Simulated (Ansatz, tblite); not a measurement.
Removing and adding an electron: the cluster Au₂I. Total charge 0; doublet. Geometry: PBE0-D4/def2-TZVP. Ansatz, gas phase; energy differences of separate SCF runs; the oxidised species is a triplet (the singlet lies 0.12 eV higher at PBE0-D4/def2-TZVP); the reduced species is a singlet (the triplet lies 2.20 eV higher at PBE0-D4/def2-TZVPD).

| atom | x (Å) | y (Å) | z (Å) |
| --- | --- | --- | --- |
| Au1 | -0.1986 | -0.0334 | -0.5306 |
| Au2 | -0.2166 | 2.3977 | 0.3069 |
| I3 | 0.4152 | -2.3643 | 0.2237 |

In the def2 sets Au, I take a core potential; there is no spin–orbit coupling. The xTB rows come from tblite. HOMO above LUMO, or a gap near zero within one spin, warns that the state may not be the lowest or that an electron is smeared out. The structure comes from a short search, and lower isomers may exist.

| level | −HOMO (eV) | vertical IE (eV) | −LUMO (eV) | vertical EA (eV) | HOMO–LUMO gap (eV) | IE − EA (eV) | remarks |
| --- | --- | --- | --- | --- | --- | --- | --- |
| GFN1-xTB | – | 14.06 | – | 7.40 | – | 6.66 | – |
| GFN2-xTB | – | 13.65 | – | 6.83 | – | 6.82 | – |
| PBE-D4/def2-TZVP | 6.31 | 8.98 | 5.96 | – | 0.36 | – | gap within one spin near zero (+1 triplet), lower spin may lie lower (+1 triplet) |
| PBE-D4/def2-TZVPD | 6.31 | – | 5.95 | 3.52 | 0.36 | – | – |
| r2SCAN-D4/def2-TZVP | 6.51 | 9.00 | 5.89 | – | 0.61 | – | – |
| r2SCAN-D4/def2-TZVPD | 6.50 | – | 5.88 | 3.56 | 0.62 | – | – |
| PBE0-D4/def2-TZVP | 7.23 | 8.94 | 5.26 | – | 1.98 | – | – |
| PBE0-D4/def2-TZVPD | 7.23 | – | 5.24 | 3.58 | 1.99 | – | – |

   HOMO and LUMO are the levels of the spin that leaves or enters (xTB has no such levels and no spin-polarisation term). Other spin states of the ions may lie lower, which would lower the ionisation energy or raise the affinity. Raw xTB energy differences between charge states are shifted by several eV; the methods need an empirical correction for them.
